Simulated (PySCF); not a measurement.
Input for PySCF: R-M06-2X/6-31G* on ClH7Si2 (a complex), monomers drawn apart or pushed together.

```python
from pyscf import gto, scf, dft, mp
from pyscf.data.elements import chemcore

mol = gto.M(
    atom='''
    Cl    1.04904831    0.64379955   -0.35193283
    H    -0.00385700    0.90673945    0.33811639
    Si    0.51682261   -0.88170618    4.82632957
    Si   -1.56649811    0.17756676    4.62496834
    H     1.61028244    0.08591511    4.58123244
    H     0.61818868   -2.00115713    3.86274018
    H     0.64363930   -1.41636366    6.20431303
    H    -1.68379216    1.30399673    5.58128280
    H    -2.67345109   -0.77835847    4.86568379
    H    -1.75136274    0.73555105    3.25670791
    ''',
    basis='6-31g*',
    cart=True,
    charge=0, spin=0, verbose=3, max_memory=1800)
mf = dft.RKS(mol, xc='m062x')
mf.conv_tol = 1e-8
mf.max_cycle = 100
mf.kernel()
if not mf.converged:
    mf = mf.newton().run(mf.mo_coeff, mf.mo_occ)
```

### Question
What total energy does the run end on?

### Answer
-1043.2243 hartree.
